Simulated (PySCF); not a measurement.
Computed IR spectrum (relative IR intensity) of a molecule C3H8OSi. The structure is a stationary point at PBE-D3(BJ)/def2-SVP. One conformer was computed; it need not be the lowest. Computed with PBE-D3(BJ)/def2-SVP (PySCF). Frequencies are harmonic and unscaled.

Lines under 2 % of the strongest are left out, and lines within 2 cm⁻¹ are merged.

```tsv
ν (cm⁻¹)	relative intensity
401	2.6
642	3.4
667	34
746	8.0
868	100
942	28
951	7.2
980	20
1003	4.8
1125	58
1174	37
1365	4.4
1422	2.7
1427	4.4
2118	53
2128	41
2909	29
2976	15
3035	9.3
3051	4.1
3069	2.0
```

### Question
Identify the compound among the candidates.
A. C1CO[SiH2]C1
B. C=C[SiH2]OC
C. CC(=O)C[SiH3]
D. C=C[SiH2]CO

### Answer
B, C=C[SiH2]OC
